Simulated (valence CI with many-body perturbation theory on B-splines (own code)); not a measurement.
Results of a calculation; reference values are marked as such.
Level structure of O2+

Level of theory: relativistic CI+MBPT: four valence electrons over a frozen Dirac-Fock core [He], radial functions for each j: 11 s, 11 p, 10 d, 8 f, 5 g, 2 h, with the one-electron correlation potential Σ1 (screened to all orders), the two-electron term Σ2, the three-electron term Σ3, Breit, model QED; selected single and double excitations, second order for the rest, scaled by the run's own slope (own B-spline code, finite nucleus).

Set against measurement, 32 paired levels are off by 133 cm⁻¹ on average, the worst by 418. These come from a selection out of Moore, Selected Tables of Atomic Spectra, NSRDS-NBS 3, section 11. Levels without a partner in it may be off by more. Among the levels kept, up to 2100 cm⁻¹ of a level comes from second order outside the variational space, and about a tenth of that is noise between levels of different J, which matters for small intervals.

Levels 46 to 90 of 246, with energies above the lowest level, 2s2 2p2 3P_0. "Leading %" is the weight of the configuration and term that name the level; weights of strongly mixed levels are sums over their largest components and can fall short. In the jj column 3d3/2^4 stands for four electrons in 3d with j = 3/2.

| No. | Configuration | Term | J | E (cm⁻¹) | Leading % | Leading jj | Second component |
| --- | --- | --- | --- | --- | --- | --- | --- |
| 46 | 2s 2p2 3s | 5P | 1 | 338325 | 97 | 2s 2p1/2 2p3/2 3s (41 %) |  |
| 47 | 2s 2p2 3s | 5P | 2 | 338450 | 97 | 2s 2p1/2 2p3/2 3s (81 %) |  |
| 48 | 2s 2p2 3s | 5P | 3 | 338609 | 97 | 2s 2p3/2^2 3s (64 %) |  |
| 49 | 2p4 | 1S | 0 | 343724 | 86 | 2p1/2^2 2p3/2^2 (57 %) | 6 % 2s2 2p2 1S |
| 50 | 2s 2p2 3s | 3P | 0 | 349861 | 85 | 2s 2p1/2^2 3s (37 %) | 6 % 2s2 2p 4p 3P |
| 51 | 2s 2p2 3s | 3P | 1 | 349962 | 85 | 2s 2p1/2 2p3/2 3s (67 %) | 6 % 2s2 2p 4p 3P |
| 52 | 2s 2p2 3s | 3P | 2 | 350133 | 85 | 2s 2p3/2^2 3s (52 %) | 6 % 2s2 2p 4p 3P |
| 53 | 2s2 2p 4s | 3P° | 0 | 356566 | 92 | 2s^2 2p1/2 4s (92 %) |  |
| 54 | 2s2 2p 4s | 3P° | 1 | 356697 | 92 | 2s^2 2p1/2 4s (70 %) |  |
| 55 | 2s2 2p 4s | 3P° | 2 | 356982 | 92 | 2s^2 2p3/2 4s (92 %) |  |
| 56 | 2s2 2p 4s | 1P° | 1 | 358545 | 92 | 2s^2 2p3/2 4s (70 %) |  |
| 57 | 2s 2p2 3p | 3S° | 1 | 363036 | 95 | 2s 2p3/2^2 3p3/2 (33 %) |  |
| 58 | 2s 2p2 3p | 5D° | 0 | 365294 | 97 | 2s 2p1/2^2 3p1/2 (36 %) |  |
| 59 | 2s 2p2 3p | 5D° | 1 | 365330 | 97 | 2s 2p1/2 2p3/2 3p1/2 (42 %) |  |
| 60 | 2s 2p2 3p | 5D° | 2 | 365392 | 97 | 2s 2p1/2 2p3/2 3p1/2 (44 %) |  |
| 61 | 2s 2p2 3p | 5D° | 3 | 365494 | 97 | 2s 2p1/2 2p3/2 3p3/2 (56 %) |  |
| 62 | 2s 2p2 3p | 5D° | 4 | 365620 | 97 | 2s 2p3/2^2 3p3/2 (65 %) |  |
| 63 | 2s2 2p 4p | 1P | 1 | 365626 | 89 | 2s^2 2p3/2 4p3/2 (40 %) |  |
| 64 | 2s2 2p 4p | 3D | 1 | 366382 | 89 | 2s^2 2p1/2 4p1/2 (54 %) |  |
| 65 | 2s2 2p 4p | 3D | 2 | 366491 | 92 | 2s^2 2p1/2 4p3/2 (50 %) |  |
| 66 | 2s2 2p 4p | 3D | 3 | 366698 | 92 | 2s^2 2p3/2 4p3/2 (92 %) |  |
| 67 | 2s2 2p 4p | 3S | 1 | 367838 | 93 | 2s^2 2p3/2 4p3/2 (39 %) |  |
| 68 | 2s 2p2 3p | 5P° | 1 | 368301 | 98 | 2s 2p1/2 2p3/2 3p1/2 (43 %) |  |
| 69 | 2s 2p2 3p | 5P° | 2 | 368354 | 98 | 2s 2p1/2 2p3/2 3p3/2 (28 %) |  |
| 70 | 2s 2p2 3p | 5P° | 3 | 368455 | 98 | 2s 2p1/2 2p3/2 3p3/2 (42 %) |  |
| 71 | 2s2 2p 4p | 3P | 0 | 370187 | 87 | 2s^2 2p1/2 4p1/2 (62 %) | 5 % 2s 2p2 3s 3P |
| 72 | 2s2 2p 4p | 3P | 1 | 370315 | 87 | 2s^2 2p3/2 4p1/2 (49 %) | 5 % 2s 2p2 3s 3P |
| 73 | 2s2 2p 4p | 3P | 2 | 370425 | 83 | 2s^2 2p3/2 4p3/2 (39 %) | 5 % 2s 2p2 3s 3P |
| 74 | 2s2 2p 4p | 1D | 2 | 370815 | 88 | 2s^2 2p3/2 4p3/2 (50 %) | 4 % 2s2 2p 4p 3P |
| 75 | 2s2 2p 4p | 1S | 0 | 373787 | 89 | 2s^2 2p3/2 4p3/2 (64 %) |  |
| 76 | 2s 2p2 3p | 3D° | 1 | 374398 | 88 | 2s 2p1/2 2p3/2 3p3/2 (44 %) | 7 % 2s2 2p 4d 3D° |
| 77 | 2s 2p2 3p | 3D° | 2 | 374484 | 88 | 2s 2p1/2 2p3/2 3p3/2 (44 %) | 7 % 2s2 2p 4d 3D° |
| 78 | 2s 2p2 3p | 3D° | 3 | 374615 | 88 | 2s 2p3/2^2 3p3/2 (31 %) | 8 % 2s2 2p 4d 3D° |
| 79 | 2s 2p2 3p | 5S° | 2 | 375810 | 96 | 2s 2p1/2 2p3/2 3p3/2 (35 %) |  |
| 80 | 2s2 2p 4d | 3F° | 2 | 377324 | 75 | 2s^2 2p1/2 4d3/2 (90 %) | 18 % 2s2 2p 4d 1D° |
| 81 | 2s2 2p 4d | 3F° | 3 | 377501 | 92 | 2s^2 2p1/2 4d5/2 (48 %) |  |
| 82 | 2s2 2p 4d | 1D° | 2 | 377626 | 73 | 2s^2 2p3/2 4d5/2 (37 %) | 18 % 2s2 2p 4d 3F° |
| 83 | 2s2 2p 4d | 3F° | 4 | 377679 | 93 | 2s^2 2p3/2 4d5/2 (93 %) |  |
| 84 | 2s 2p2 3p | 3P° | 1 | 378284 | 48 | 2s^2 2p3/2 4d3/2 (21 %) | 45 % 2s2 2p 4d 3P° |
| 85 | 2s 2p2 3p | 3P° | 0 | 378297 | 50 | 2s^2 2p3/2 4d3/2 (44 %) | 44 % 2s2 2p 4d 3P° |
| 86 | 2s2 2p 4d | 3P° | 2 | 378308 | 48 | 2s^2 2p3/2 4d5/2 (27 %) | 43 % 2s 2p2 3p 3P° |
| 87 | 2s2 2p 4d | 3D° | 1 | 379154 | 85 | 2s^2 2p1/2 4d3/2 (48 %) | 7 % 2s 2p2 3p 3D° |
| 88 | 2s2 2p 4d | 3D° | 2 | 379222 | 85 | 2s^2 2p3/2 4d3/2 (51 %) | 7 % 2s 2p2 3p 3D° |
| 89 | 2s2 2p 4d | 3D° | 3 | 379277 | 85 | 2s^2 2p3/2 4d5/2 (58 %) | 7 % 2s 2p2 3p 3D° |
| 90 | 2s 2p2 3p | 3P° | 2 | 380593 | 47 | 2s^2 2p3/2 4d5/2 (22 %) | 44 % 2s2 2p 4d 3P° |

Names give the largest LS component (configuration and term), which can be under half, so a name can repeat, a term be missing and a line seem to break the LS rules; names also repeat where a configuration has a term twice.

Where two levels of one J and parity lie close, their mixing, g and order are uncertain.
